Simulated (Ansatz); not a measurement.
Molecular dynamics of HCl

Input:

```yaml
crystal:
  lattice:
    - [7.98957, 0.0, 0.0]
    - [0.0, 7.98957, 0.0]
    - [0.0, 0.0, 7.98957]
  atoms:
    - { symbol: Cl, position: [0.58032865, 0.55772255, 0.91664612] }
    - { symbol: H, position: [0.57566893, 0.40598054, 0.98329182] }
    - { symbol: Cl, position: [0.0367549, 0.33314865, 0.98222051] }
    - { symbol: H, position: [-0.02689431, 0.35338382, 0.83283795] }
    - { symbol: Cl, position: [0.21438475, 0.74347035, 0.67573677] }
    - { symbol: H, position: [0.31209668, 0.67245168, 0.56364989] }
    - { symbol: Cl, position: [0.41882209, 0.51355146, 0.36843985] }
    - { symbol: H, position: [0.56840964, 0.48391019, 0.42647537] }
    - { symbol: Cl, position: [0.85277916, 0.9148481, 0.83257261] }
    - { symbol: H, position: [0.83859061, 0.96445381, 0.67845705] }
    - { symbol: Cl, position: [0.84209358, 0.69427658, 0.25091475] }
    - { symbol: H, position: [0.75263905, 0.65297029, 0.12042652] }
    - { symbol: Cl, position: [0.64596655, 0.19269971, 0.1365661] }
    - { symbol: H, position: [0.79740355, 0.21992683, 0.07882273] }
    - { symbol: Cl, position: [0.81083677, 0.36880251, 0.58950187] }
    - { symbol: H, position: [0.90586148, 0.2719617, 0.49342808] }
    - { symbol: Cl, position: [0.06233542, 0.09649465, 0.36571989] }
    - { symbol: H, position: [0.18859798, 0.12955597, 0.46854272] }
    - { symbol: Cl, position: [0.38451941, 0.14194652, 0.64943458] }
    - { symbol: H, position: [0.33383191, -0.01287381, 0.676744] }
basis:
  ecutwfc: 420.0
kpoints:
  mp_grid: { grid: [1, 1, 1] }
hamiltonian:
  xc: pbe
  dispersion: d3bj
scf:
  occupations: { method: fermi_dirac, width: 0.02 }
  lower_state_search: "off"
md:
  timestep: 0.5
  n_steps: 300
  ensemble: nvt_langevin
  temperature: 250.0
  initial_velocities: maxwell_boltzmann
  seed: 575264
  friction: 0.02
```

Run as:

```bash
$ ansatz run input.yaml --threads 1 --pin off --max-ram 3072MiB --backend cpu --events-out ev --progress --plain --runs-dir out
```

It starts from a partly relaxed structure (largest force component 0.25 eV/Å).

Output, in part (step lines):

```
md step     0: t =     0.00 fs  T =   237.5 K  F+E_penalty+E_count = -10964.55345217 eV  E_kin = 0.613985 eV  (7 SCF iters)
md step     1: t =     0.50 fs  T =   228.9 K  F+E_penalty+E_count = -10964.55022286 eV  E_kin = 0.591757 eV  (6 SCF iters)
md step     2: t =     1.00 fs  T =   230.3 K  F+E_penalty+E_count = -10964.53880059 eV  E_kin = 0.595307 eV  (6 SCF iters)
md step     3: t =     1.50 fs  T =   228.3 K  F+E_penalty+E_count = -10964.52168448 eV  E_kin = 0.590076 eV  (6 SCF iters)
md step     4: t =     2.00 fs  T =   224.1 K  F+E_penalty+E_count = -10964.50415803 eV  E_kin = 0.579397 eV  (6 SCF iters)
md step     5: t =     2.50 fs  T =   211.6 K  F+E_penalty+E_count = -10964.48986347 eV  E_kin = 0.547123 eV  (4 SCF iters)
md step     6: t =     3.00 fs  T =   217.5 K  F+E_penalty+E_count = -10964.48112655 eV  E_kin = 0.562322 eV  (5 SCF iters)
md step     7: t =     3.50 fs  T =   217.8 K  F+E_penalty+E_count = -10964.47752588 eV  E_kin = 0.562930 eV  (4 SCF iters)
[... lines left out ...]
md step   299: t =   149.50 fs  T =   214.6 K  F+E_penalty+E_count = -10964.17762057 eV  E_kin = 0.554888 eV  (4 SCF iters)
md step   300: t =   150.00 fs  T =   217.5 K  F+E_penalty+E_count = -10964.16461196 eV  E_kin = 0.562310 eV  (6 SCF iters)
```

The steps, from the saved trajectory:

```json
{"time (fs)": "0.0", "T (K)": "238", "potential energy less start (eV)": "0.000"}
{"time (fs)": "5.0", "T (K)": "201", "potential energy less start (eV)": "0.067"}
{"time (fs)": "10.0", "T (K)": "167", "potential energy less start (eV)": "0.162"}
{"time (fs)": "15.0", "T (K)": "163", "potential energy less start (eV)": "0.229"}
{"time (fs)": "20.0", "T (K)": "161", "potential energy less start (eV)": "0.298"}
{"time (fs)": "25.0", "T (K)": "139", "potential energy less start (eV)": "0.324"}
{"time (fs)": "30.0", "T (K)": "139", "potential energy less start (eV)": "0.301"}
{"time (fs)": "35.0", "T (K)": "189", "potential energy less start (eV)": "0.236"}
{"time (fs)": "40.0", "T (K)": "188", "potential energy less start (eV)": "0.237"}
{"time (fs)": "45.0", "T (K)": "203", "potential energy less start (eV)": "0.259"}
{"time (fs)": "50.0", "T (K)": "228", "potential energy less start (eV)": "0.265"}
{"time (fs)": "55.0", "T (K)": "257", "potential energy less start (eV)": "0.255"}
{"time (fs)": "60.0", "T (K)": "232", "potential energy less start (eV)": "0.165"}
{"time (fs)": "65.0", "T (K)": "243", "potential energy less start (eV)": "0.146"}
{"time (fs)": "70.0", "T (K)": "225", "potential energy less start (eV)": "0.217"}
{"time (fs)": "75.0", "T (K)": "174", "potential energy less start (eV)": "0.267"}
{"time (fs)": "80.0", "T (K)": "210", "potential energy less start (eV)": "0.314"}
{"time (fs)": "85.0", "T (K)": "205", "potential energy less start (eV)": "0.322"}
{"time (fs)": "90.0", "T (K)": "258", "potential energy less start (eV)": "0.294"}
{"time (fs)": "95.0", "T (K)": "243", "potential energy less start (eV)": "0.305"}
{"time (fs)": "100.0", "T (K)": "214", "potential energy less start (eV)": "0.346"}
{"time (fs)": "105.0", "T (K)": "204", "potential energy less start (eV)": "0.388"}
{"time (fs)": "110.0", "T (K)": "200", "potential energy less start (eV)": "0.363"}
{"time (fs)": "115.0", "T (K)": "221", "potential energy less start (eV)": "0.332"}
{"time (fs)": "120.0", "T (K)": "230", "potential energy less start (eV)": "0.271"}
{"time (fs)": "125.0", "T (K)": "211", "potential energy less start (eV)": "0.304"}
{"time (fs)": "130.0", "T (K)": "195", "potential energy less start (eV)": "0.330"}
{"time (fs)": "135.0", "T (K)": "202", "potential energy less start (eV)": "0.360"}
{"time (fs)": "140.0", "T (K)": "194", "potential energy less start (eV)": "0.416"}
{"time (fs)": "145.0", "T (K)": "231", "potential energy less start (eV)": "0.401"}
{"time (fs)": "150.0", "T (K)": "218", "potential energy less start (eV)": "0.389"}
```

All steps were run. The mean temperature of the second half is 15 % below the set value. A run of 0.15 ps of so small a system gives no equilibrium averages. Limits of this set-up: coarse k mesh.

Mean squared displacements from the first frame to the last, about the centre of mass: Cl 0.06 Å², H 0.52 Å².

Last frame:

```xyz
20
Lattice="7.9896 0.0000 0.0000 0.0000 7.9896 0.0000 0.0000 0.0000 7.9896" Properties=species:S:1:pos:R:3
Cl 4.705 4.284 7.310
H 4.786 3.106 7.943
Cl 0.284 2.848 7.786
H 0.286 3.157 6.555
Cl 1.489 5.887 5.711
H 2.340 5.369 4.805
Cl 3.050 3.988 2.985
H 4.202 4.589 3.196
Cl 6.424 7.108 6.531
H 6.846 8.248 5.961
Cl 6.611 5.624 1.976
H 5.897 4.948 1.020
Cl 4.977 1.412 1.198
H 5.480 0.317 0.689
Cl 6.412 3.119 4.698
H 7.051 2.589 3.702
Cl 0.600 0.885 2.962
H 1.592 0.745 3.760
Cl 3.022 0.864 5.301
H 2.645 -0.371 5.595
```

The run took 6.2 min on 1 thread of AMD EPYC 7R13 Processor (Zen 3), on a shared host, peak memory 0.47 GiB.
